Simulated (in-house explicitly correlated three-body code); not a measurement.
Results of a calculation; reference values are marked as such.
## Two electrons around a charge Z: errors of exchange and correlation functionals on the exact density

The exact non-relativistic ground state comes from a variational code in 260 exponentially correlated functions, the Kohn-Sham parts from inverting its density (past Z = 6 the correlation energy is taken as exact minus Hartree-Fock, equal to within microhartrees), and self-consistent runs (Hartree-Fock is restricted) from a B-spline radial code. Z may be fractional; the second electron is bound down to Z = 0.911.

Each entry is functional minus exact.

| Z | r2SCAN x (mEh) | r2SCAN c (mEh) | PBEsol x (mEh) | PBEsol c (mEh) | LDA VWN5 x (mEh) | LDA VWN5 c (mEh) |
| --- | --- | --- | --- | --- | --- | --- |
| 0.94 | -14.96 | +16.61 | +1.83 | +9.75 | +34.08 | -21.88 |
| 1.11 | -8.68 | +8.89 | +17.07 | -0.83 | +57.54 | -38.19 |
| 1.3 | -6.92 | +6.62 | +27.08 | -4.79 | +76.75 | -47.86 |
| 1.54 | -5.97 | +5.35 | +37.94 | -7.48 | +99.32 | -57.06 |
| 1.76 | -5.51 | +4.69 | +47.32 | -9.06 | +119.5 | -64.05 |
| 2.08 | ? | ? | ? | ? | ? | ? |
| 2.5 | ? | ? | ? | ? | ? | ? |
| 3 | -4.60 | +3.19 | +97.73 | -13.06 | +230.9 | -91.72 |
| 3.58 | -4.45 | +2.87 | +120.9 | -13.90 | +282.6 | -101.0 |
| 3.96 | -4.38 | +2.71 | +136.1 | -14.31 | +316.5 | -106.4 |
| 5 | -4.26 | +2.38 | +177.4 | -15.07 | +409.1 | -118.9 |
| 5.7 | -4.20 | +2.22 | +205.3 | -15.41 | +471.5 | -126.1 |

Problem. What belongs in the row Z = 2.08?

Solution. r2SCAN x (mEh): -5.11; r2SCAN c (mEh): +4.09; PBEsol x (mEh): +60.56; PBEsol c (mEh): -10.62; LDA VWN5 x (mEh): +148.4; LDA VWN5 c (mEh): -72.69.

Problem. What belongs in the row Z = 2.5?

Solution. r2SCAN x (mEh): -4.81; r2SCAN c (mEh): +3.59; PBEsol x (mEh): +77.62; PBEsol c (mEh): -11.99; LDA VWN5 x (mEh): +186.1; LDA VWN5 c (mEh): -82.21.

Problem. How do the exchange errors scale with Z?

Solution. r2SCAN +4.51 % in the size of E_x at Z = 0.94 and +0.13 % at 5.7; PBEsol -0.55 % in the size of E_x at Z = 0.94 and -6.15 % at 5.7; LDA VWN5 -10.27 % in the size of E_x at Z = 0.94 and -14.12 % at 5.7. Exchange scales linearly under uniform scaling of the density, so its relative error changes only with the density's shape.
